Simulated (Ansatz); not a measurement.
`[F][Ge]([F])([F])[Br]`, relaxed with RKS PBE-D4/def2-SVP in the Gaussian-basis code of Ansatz from a rough embedded geometry. The force threshold is 0.03 eV/Å; the program also tests the step.

The species carries charge 0 and has multiplicity 1.

Start:

```xyz
5

F    -1.217    1.077   -0.872
Ge   -0.058    0.059    0.091
F     1.088    1.109    0.944
F    -0.940   -0.903    1.194
Br    1.126   -1.342   -1.357
```

```tsv
step	energy (eV)	largest force (eV/Å)	largest move (Å)
1	-134670.3944	1.925	0.000
2	-134670.5566	1.212	0.082
3	-134670.5898	0.101	0.038
4	-134670.5916	0.013	0.012
```

End:

```xyz
5

F    -1.155    1.044   -0.813
Ge   -0.035    0.042    0.043
F     1.020    1.092    0.922
F    -0.944   -0.860    1.205
Br    1.114   -1.317   -1.357
```

Hardware: 4 threads of an Arm Neoverse V1 on a shared host. Wall time 4.3 s, peak host memory 0.17 GiB.
